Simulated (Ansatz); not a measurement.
Cost and result for the atomization energy of C2H5BO3 (11 atoms, 11 bonds).

```xyz
11

B     1.244    0.222   -0.169
C     0.108    1.154    0.559
O    -1.149    0.363    0.441
C    -0.880   -0.729   -0.170
O     0.267   -1.000   -0.564
O    -1.892   -1.538   -0.351
H     1.678    0.658   -1.205
H     2.079   -0.237    0.569
H     0.232    1.321    1.629
H    -0.117    2.106    0.079
H    -1.570   -2.320   -0.818
```

Total charge 0; spin multiplicity 1. The bonds changed during the relaxation, so this is another structure than the one it started from. The structure was optimised at the PBE0-D4/def2-TZVP level. It is one conformer, not always the lowest. Program: Ansatz. All runs use 4 threads of an Arm Neoverse V2 on a shared host. Times are those of one run each, without the atoms' runs, and a repeat can differ threefold. Electronic energies, without spin–orbit coupling; frozen cores. CCSD(T)/CBS adds CCSD(T) − MP2 in def2-TZVPP to the MP2 limit, and its time is that of the two runs behind it. T1 = 0.014. B3LYP takes the VWN-RPA correlation (the form of Gaussian; ORCA's B3LYP/G).

CCSD(T)/CBS is a level of theory with its own doubt, some kJ/mol a heavy atom from the limit and from the frozen cores, so smaller differences don't rank the functionals.

```
                             level  functions  wall time  atomization (kJ/mol)  difference from CCSD(T)/CBS  per bond
   PBE-D4/def2-TZVPP (with forces)        256      2.3 s                4726.0                        178.1      16.2
                PBE0-D4/def2-TZVPP        256      2.4 s                4590.9                         43.0       3.9
 B3LYP-D4/def2-TZVPP (with forces)        256      3.8 s                4551.9                          4.0       0.4
r2SCAN-D4/def2-TZVPP (with forces)        256        4 s                4599.6                         51.7       4.7
                 B2PLYP/def2-TZVPP        256      4.5 s                4515.6                        -32.3      -2.9
                ωB97X-V/def2-TZVPP        256      6.5 s                4575.4                         27.5       2.5
  ωB97M-V/def2-TZVPP (with forces)        256        9 s                4585.7                         37.8       3.4
                    MP2/def2-QZVPP        492       23 s                4639.9                         92.0       8.4
                CCSD(T)/def2-TZVPP        256    3.5 min                4430.6                       -117.3     -10.7
                 CCSD(T)/CBS(def2)          –    3.9 min                4547.9                          0.0       0.0
```

From PBE to PBE0 (25 % exact exchange), in def2-TZVPP and without D4, the atomization energy moves by −131.7 kJ/mol: exact exchange takes away binding that semilocal exchange gives to molecules. In def2-TZVPP, CCSD(T) changes the Hartree–Fock value by +1239.6 kJ/mol (the triples alone add +88.1 kJ/mol) and MP2 by +1379.8 kJ/mol; breaking electron pairs costs correlation energy, which Hartree–Fock lacks. The D4 term adds +32.0 kJ/mol with B3LYP and +16.7 kJ/mol with PBE0; it sums over pairs of atoms, weighted by their polarisabilities, and B3LYP, whose exchange is more repulsive, gets the larger term.
